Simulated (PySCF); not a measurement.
Bonds (- single, = double, # triple, : aromatic): N1-Si2 1.747 Å, Si2-N3 1.746 Å, N3-Si4 1.735 Å, Si4-N5 1.746 Å, N5-Si6 1.746 Å, Si6-N1 1.735 Å. N1 carries H7; Si2 carries H8, H9; N3 carries H10; Si4 carries H11, H12; N5 carries H13; Si6 carries H14, H15.

[PySCF 2.14.0 with density-fitted response routines: PBE0-D3(BJ)/def2-SVP geometry; shielding tensors at PBE0/pcSseg-1 (GIAO); in vacuum; averaged over atoms made equivalent by symmetry, fast rotation or ring inversion; non-relativistic Hamiltonian; one conformer]

Shifts are taken against calculated references (same method and geometry level): TMS for 1H, 29Si; NH3 for 15N.

| atoms | nucleus | count | Hirshfeld charge | δ (ppm) |
| --- | --- | --- | --- | --- |
| N1/N3/N5 | 15N | 3 | -0.33 | 37.8 |
| Si2/Si4/Si6 | 29Si | 3 | 0.39 | ? |
| H8/H9/H11/H12/H14/H15 | 1H | 6 | -0.09 | ? |
| H7/H10/H13 | 1H | 3 | 0.12 | 0.74 |

Fill in the missing shifts.

## Answers


- H8/H9/H11/H12/H14/H15: 5.23 ppm, hydrogen on a silicon bonded to 2 N, in a 6-membered ring
- Si2/Si4/Si6: -34.9 ppm, silicon bonded to 2 N, 2 H, in a 6-membered ring

OH/NH shifts are gas-phase values; hydrogen bonding in solution moves them, usually downfield. Experimental scales use liquid or dissolved standards, which lie at an offset from isolated NH3 (liquid NH3: subtract about 20 ppm).
